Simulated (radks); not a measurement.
Removal energies from the barium ion Ba11+, [Kr] 4d9, by Delta-SCF beside the eigenvalue of the level emptied. Calculated with a radial shooting solver on a logarithmic mesh with Libxc functionals: scalar-relativistic Kohn-Sham, r2SCAN, spin-polarised, spherical densities, finite nucleus; meta-GGA in the generalised Kohn-Sham scheme; Fermi nuclear charge, rms radius of each element as measured or else 0.836 A^(1/3) + 0.57 fm. Open shells are filled with parallel spins first.

removed from,final configuration,Delta-SCF (eV),-eigenvalue (eV)
4d,[Kr] 4d8,270.74,257.31
4p,[Ar] 3d10 4s2 4p5 4d9,367.44,353.22
4s,[Ar] 3d10 4s1 4p6 4d9,433.19,418.50
3d,[Ar] 3d9 4s2 4p6 4d9,979.02,948.34
